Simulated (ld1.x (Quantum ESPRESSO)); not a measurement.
**boron: one change to a TM potential, before and after**

| Item | Value |
| --- | --- |
| Element | B (Z = 5) |
| Generator | ld1.x (Quantum ESPRESSO) 7.5 |
| Type | norm-conserving Troullier–Martins (Kleinman–Bylander form) |
| Functional | PBEsol |
| Relativity | scalar-relativistic |
| Frozen core | [He] |
| Valence charge | 3 |
| Reference configuration | 2s1.5 2p1.5 |
| Partial waves | 2p (bound): rc 2.65 bohr; 3d channel at 0.05 Ry: rc 2.55 bohr; 2s (bound): rc 1.55 bohr |
| Local potential | the s channel |
| Core correction | Bessel-smoothed model core, default radius (core density twice the valence density) |

Change: wave 2s (bound): rc 1.55 bohr becomes 2s (bound): rc 2.40 bohr.

Cutoffs: the cutoffs (Ry, on a coarse ladder) from which the occupation-weighted sum of valence levels, in a spherical-Bessel basis at the reference potential, stays within 10 and 1 mRy of its value at 400 Ry; they do not see the model core or the augmentation charge, which bear on the density cutoff. Errors are all-electron minus pseudo energies relative to the spin-unpolarised reference configuration.

**Question.** How do hardness, ghosts and transferability respond?

**Answer.** The potential gets softer (18 Ry and 45 Ry → 15 Ry and 18 Ry); of the 7 tests that both files solve, the error grows in 7 and shrinks in 0 by more than 15 % and 0.3 meV (median size 11.0 → 16.9 meV); the range in which the d phases agree narrows (upper end 4.2 → 2.9); neither file shows a bound ghost. A larger radius leaves more room for a smooth pseudo-wave, so fewer plane waves are needed. More of the atom is replaced by a form fitted at one configuration, so other configurations suffer.

```tsv
quantity	base	changed
cutoff, loose	18 Ry	15 Ry
cutoff, tight	45 Ry	18 Ry
loose cutoff by channel (10 mRy a level)	p 15 Ry, s 15 Ry	p 15 Ry, s 6 Ry
bound ghosts	none	none
error for 2s2 2p1, meV [ΔE -2.91 eV]	-2.3	-4.2
error for 2s2 2p0, meV [ΔE 5.23 eV]	+64	+98
error for 2s1 2p0, meV [ΔE 30.49 eV]	+223	+276
error for 2s2 2p1.3, meV [ΔE -3.63 eV]	-3.7	-5.3
error for 2s0 2p3, meV [ΔE 8.75 eV]	-22	-38
error for 2s1 2p2, meV [ΔE 2.91 eV]	-2.4	-4.2
error for 2s2 2p0.5, meV [ΔE -0.05 eV]	+11	+17
s: phases at 2.88 bohr within 0.05 rad from the reference energy up to (Ry; the scan ends near 5)	1.4	0.8
p: phases at 2.88 bohr within 0.05 rad from the reference energy up to (Ry; the scan ends near 5)	1.2	1.6
d: phases at 2.88 bohr within 0.05 rad from the reference energy up to (Ry; the scan ends near 5)	4.2	2.9
```
